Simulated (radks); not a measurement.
The numbers below are computed, except where a source is named.
All-electron atom: Ru+ in [Kr] 4d6 6f1 (not the ground configuration).

Level of theory: Dirac Kohn-Sham, PBEsol, spin-unpolarised, spherical densities, finite nucleus; open shells fill j = l - 1/2 first; Fermi nuclear charge, rms radius 4.4809 fm (a radial shooting solver on a logarithmic mesh with Libxc functionals).

Energy parts (hartree):
total: -4528.29289
kinetic: 4711.78107
electron-nucleus: -10929.09835
Hartree: 1819.79346
exchange-correlation: -130.76907

Orbitals (lengths in bohr, moments of r in powers of bohr):
orbital,occ.,eigenvalue (hartree),<r>,<r^4>,<1/r>
1s1/2,2,-805.9368,0.03345,5.918e-06,45.86
2s1/2,2,-116.4411,0.1454,0.001076,10.49
2p1/2,2,-107.6654,0.1236,0.0007087,10.47
2p3/2,4,-102.8586,0.1284,0.0008024,9.918
3s1/2,2,-21.05565,0.4027,0.05329,3.623
3p1/2,2,-17.65108,0.3959,0.05410,3.525
3p3/2,4,-16.83526,0.4065,0.05989,3.392
3d3/2,4,-10.80296,0.3822,0.05857,3.215
3d5/2,6,-10.64394,0.3857,0.06052,3.181
4s1/2,2,-3.47521,1.016,2.066,1.355
4p1/2,2,-2.45793,1.101,3.037,1.234
4p3/2,4,-2.33180,1.131,3.387,1.194
4d3/2,4,-0.82969,1.518,14.34,0.8792
4d5/2,2,-0.81599,1.534,14.96,0.8693
6f5/2,1,-0.04851,22.06,412300,0.06462
6f7/2,0,-0.04851,22.06,412300,0.06462

The highest occupied level is 6f5/2 at -1.320 eV. Summed over all electrons, <r^2> = 586.1 bohr^2, which gives a Langevin (diamagnetic) susceptibility term of -464 x 10^-6 cm^3/mol.
